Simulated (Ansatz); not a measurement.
Consider the substitution at a C–C bond: `CCCCBr` + `[NH2][Ga]([Cl])[Cl]` → `C[NH][Ga]([Cl])[Cl]` + `CCCBr`.

Calculated with Ansatz (gas phase, PBE0-D4/def2-TZVP geometries, no zero-point term in ΔE). CBS: MP2 limit from def2 TZ/QZ plus the TZ coupled-cluster correction, frozen cores. DFT in def2-TZVPP. B3LYP here is the variant with VWN-RPA as its local correlation; programs differ in this. For Br, Ga outer-core shells are correlated without core-valence functions, which leaves a few kJ/mol of doubt a bond. Scalar relativity is left out up to krypton. Each species was taken in one conformer, which may not be the lowest.

`CCCCBr`:

Cartesian coordinates in Å:
```
C 0.720 0.070 1.827
C -0.292 -0.086 0.706
C 0.346 0.008 -0.669
C -0.613 -0.171 -1.821
Br -1.919 1.276 -1.939
H 1.493 -0.701 1.776
H 1.219 1.042 1.774
H 0.243 -0.003 2.807
H -1.067 0.681 0.795
H -0.803 -1.051 0.799
H 0.869 0.964 -0.777
H 1.109 -0.775 -0.769
H -1.202 -1.083 -1.727
H -0.104 -0.169 -2.782
```

`[NH2][Ga]([Cl])[Cl]`:

Cartesian coordinates in Å:
```
N 1.049 0.221 -0.044
Ga -0.697 -0.167 0.028
Cl -1.657 -0.484 1.897
Cl -1.840 -0.345 -1.754
H 1.614 0.355 0.776
H 1.531 0.420 -0.903
```

`C[NH][Ga]([Cl])[Cl]`:

```xyz
9

C     0.814   -0.955    0.489
N    -0.445   -0.260    0.337
Ga   -0.762    1.182   -0.680
Cl    0.810    2.043   -1.825
Cl   -2.699    2.051   -0.759
H     0.745   -1.999    0.165
H     1.165   -0.941    1.526
H     1.580   -0.474   -0.122
H    -1.207   -0.647    0.869
```

`CCCBr`:

Cartesian coordinates in Å:
```
C 1.188 0.533 0.054
C 0.047 -0.336 0.547
C -1.102 -0.461 -0.424
Br -2.021 1.237 -0.717
H 0.855 1.558 -0.115
H 2.002 0.557 0.782
H 1.593 0.153 -0.888
H -0.329 0.035 1.505
H 0.410 -1.355 0.731
H -0.772 -0.783 -1.411
H -1.872 -1.139 -0.063
```

```
             level  ΔE (kJ/mol)  difference from CCSD(T)/CBS
         r2SCAN-D4         37.6                         -1.9
           PBE0-D4         36.9                         -2.6
           ωB97X-V         37.5                         -2.0
           ωB97M-V         39.3                         -0.2
            B2PLYP         36.4                         -3.1
            r2SCAN         37.6                         -1.9
              PBE0         37.3                         -2.2
             B3LYP         34.3                         -5.2
     HF/def2-TZVPP         38.2                         -1.3
    MP2/def2-TZVPP         40.2                          0.7
SCS-MP2/def2-TZVPP         37.9                         -1.6
   CCSD/def2-TZVPP         38.7                         -0.8
     HF/def2-QZVPP         38.2                         -1.3
SCS-MP2/def2-QZVPP         38.8                         -0.7
     MP2/CBS(def2)         41.6                          2.1
    CCSD/CBS(def2)         40.1                          0.6
       CCSD(T)/CBS         39.5                            0
```

Largest T1 diagnostic among the species: 0.012.

From PBE to PBE0 (25 % exact exchange), in def2-TZVPP and without D4, ΔE moves by +3.0 kJ/mol.
